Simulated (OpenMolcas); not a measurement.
W5+ (d1) among equal point charges was computed by CASSCF with the d shell active (OpenMolcas, ANO-RCC-VDZP on the metal). Its lowest spin-free states, and all those of the highest spin:

```tsv
2S+1	Degeneracy	E (cm-1)
2	1	0.0
2	2	6620
2	1	20885
2	1	28985
```

Question: Is the site octahedral, tetrahedral or cube-like, axial, or of lower symmetry?

Answer: The states with 2S+1 = 2 have orbital degeneracies 1, 2, 1, 1. There are pairs but no triples, so the site is axial: not cubic, but with a proper or improper axis of order three or more. The run had W5+ among 4 point charges of -2.5 e arranged as a square (D4h), 2.28 Å from the ion.

Point charges carry no covalency, so the field is a model and not that of real ligands. No measured value stands beside these numbers.
